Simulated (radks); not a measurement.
The titanium ion Ti12+, [Ne]. All-electron calculation, non-relativistic Kohn-Sham, exchange-only B88, spin-polarised, spherical densities, point nucleus. Program: a radial shooting solver on a logarithmic mesh with Libxc functionals. Every spin shell is full or empty, so the densities are truly spherical. Functionals are evaluated on that one density, not self-consistently. Rank these orbital-free kinetic functionals by their error against the exact value of the orbitals, and give that value: Thomas-Fermi, von Weizsacker, TF + vW, TF + vW/9, revAPBEK, Perdew 92, Thakkar, DePristo-Kress.

Answer. Exact: 790.712 hartree. From best to worst, with 100 (|E| - |E exact|)/|E exact| (equal figures are ties): Perdew 92 -0.06, TF + vW/9 -0.08, Thakkar +0.30, DePristo-Kress +0.59, revAPBEK +1.01, Thomas-Fermi -6.70, von Weizsacker -40.38, TF + vW +52.92.
